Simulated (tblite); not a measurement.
Species: C₆H₁₀SSi₂.
Numbering: `[SiH3:1][S:2][C:3]1=[CH:4][C@@:5]2([SiH3:6])[CH:7]=[CH:8][C@@H:9]12` (hydrogens: H10, H11, H12 on Si1; H13 on C4; H14, H15, H16 on Si6; H17 on C7; H18 on C8; H19 on C9)

Structure optimised with GFN2-xTB, isolated species.

(1) Give the optimised bond lengths and angles.

## Answers

(1) 
```csv
bond,length (bohr),order
Si1–S2,4.062,single
S2–C3,3.296,single
C3=C4,2.523,double
C4–C5,2.860,single
C5–Si6,3.561,single
C5–C7,2.862,single
C7=C8,2.511,double
C8–C9,2.848,single
C3–C9,2.851,single
C5–C9,2.962,single
"Si1–H10, Si1–H11, Si1–H12",2.751,single
C4–H13,2.028,single
"Si6–H14, Si6–H15, Si6–H16",2.766,single
C7–H17,2.030,single
C8–H18,2.029,single
C9–H19,2.048,single
```

Bonds in one row agree within 0.02 bohr and their mean is given. Orders are formal, as drawn. A selection of angles:
```csv
angle,degrees
S2–Si1–H10,102.2
S2–Si1–H11,107.9
H10–Si1–H11,113.2
H11–Si1–H12,111.5
Si1–S2–C3,101.0
S2–C3–C4,136.6
S2–C3–C9,128.3
C4–C3–C9,95.1
C3–C4–C5,93.7
C3–C4–H13,134.8
C5–C4–H13,131.4
C4–C5–Si6,119.7
C4–C5–C7,112.8
C4–C5–C9,86.0
Si6–C5–C7,120.8
Si6–C5–C9,122.4
C7–C5–C9,85.2
C5–Si6–H14,108.5
H14–Si6–H15,110.7
H14–Si6–H16,110.3
C5–C7–C8,94.5
C5–C7–H17,130.5
C8–C7–H17,134.9
C7–C8–C9,94.5
C7–C8–H18,135.2
C9–C8–H18,130.2
C8–C9–H19,119.5
C3–C9–C8,114.2
C3–C9–C5,85.2
C3–C9–H19,118.6
C5–C9–C8,85.7
C5–C9–H19,125.0
```

Torsions: Si1–S2–C3–C4 1° (synperiplanar); S2–C3–C4–C5 180° (antiperiplanar); C3–C4–C5–Si6 124° (anticlinal); C4–C5–C7–C8 84° (synclinal); C5–C7–C8–C9 -1° (synperiplanar); C7–C8–C9–C3 -82° (synclinal); S2–C3–C9–C8 -97° (anticlinal); C4–C5–C9–C8 -114° (anticlinal).

The 4-membered ring C5–C7–C8–C9 has internal angles of 85.2° to 94.5°; it is planar, 0.00 Å rms from its mean plane, widest ring torsion 1°. The C–C distances run from 1.329 Å (C7=C8, drawn double) to 1.567 Å (C5–C9, drawn single), a spread of 0.238 Å. The 4-membered ring C3–C4–C5–C9 has internal angles of 85.2° to 95.1°; it is planar, 0.01 Å rms from its mean plane, widest ring torsion 1°. Si1 (SiH3 silicon) is distorted tetrahedral (angles from 102.2° to 113.2°). Of the pairs four or more bonds apart, Si1···H13 is among the closest relative to their van der Waals radii: 3.15 Å, 96 % of the sum of Bondi's values. Si6 (SiH3 silicon) is tetrahedral (angles from 108.3° to 110.7°).

Point group: C1 (no symmetry element, even within 0.4 Å). Its GFN2-xTB frequencies are all real (lowest 28 cm⁻¹). One conformer, not necessarily the lowest. 2 starts were optimised and ended at 0.00 and 0.28 kcal/mol (GFN2-xTB); the lowest of these is shown.

On one thread of an Arm Neoverse N1, no GPU, shared host, this took 3.0 s wall. This is the geometry optimisation.

These are computed values.
